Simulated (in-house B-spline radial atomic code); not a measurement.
Configurations of Sn⁴⁺, with energies counted from [Kr] 4d10. All numbers are computed (Dirac-Hartree-Fock, average of configuration; Fermi nucleus of rms radius 4.6519 fm) with a radial B-spline atomic code at the basis-set limit, not measured. Energies include first-order Breit, QED and recoil terms.

Occupations are held fixed; configurations that lie above the ionisation limit could autoionise.

| configuration | E - E(ref) (eV) | highest orbital | its <r> (bohr) |
| --- | --- | --- | --- |
| [Kr] (4d3/2)3 (4d5/2)6 8s1 | 65.399 | 8s1/2 | 9.533 |
| [Kr] (4d3/2)3 (4d5/2)6 (7g9/2)1 | 69.194 | 7g9/2 | 12.65 |
| [Ar] 3d10 4s2 (4p1/2)2 (4p3/2)3 4d10 8s1 | 136.25 | 8s1/2 | 9.522 |
| [Ar] 3d10 4s2 (4p1/2)2 (4p3/2)3 4d10 (8p1/2)1 | 137.22 | 8p1/2 | 10.28 |
| [Ar] 3d10 4s2 (4p1/2)1 (4p3/2)4 4d10 (6g9/2)1 | 145.16 | 6g9/2 | 8.764 |
| [Ar] (3d3/2)4 (3d5/2)5 4s2 4p6 4d10 (7f7/2)1 | 530.64 | 7f7/2 | 11.72 |
| [Ar] (3d3/2)3 (3d5/2)6 4s2 4p6 4d10 (7d5/2)1 | 535.5 | 7d5/2 | 8.476 |

(1) Order these further configurations by energy, lowest first.
A. [Kr] (4d3/2)3 (4d5/2)6 (8f7/2)1
B. [Ar] (3d3/2)3 (3d5/2)6 4s2 4p6 4d10 (6p1/2)1
C. [Ar] 3d10 4s2 (4p1/2)2 (4p3/2)3 4d10 (7p1/2)1
D. [Kr] (4d3/2)4 (4d5/2)5 (8d3/2)1
E. [Ar] 3d10 4s2 (4p1/2)1 (4p3/2)4 4d10 (8f7/2)1

(2) How far above the reference does [Kr] (4d3/2)3 (4d5/2)6 (8p3/2)1 lie?

(3) How far above the reference does [Kr] (4d3/2)4 (4d5/2)5 (5d3/2)1 lie?

Results:

(1) D (67.031 eV), A (70.288 eV), C (132.75 eV), E (148.74 eV), B (523.99 eV).

(2) 66.473 eV; its least bound orbital is 8p3/2 with <r> = 10.41 bohr.

(3) 46.157 eV; its least bound orbital is 5d3/2 with <r> = 3.062 bohr.
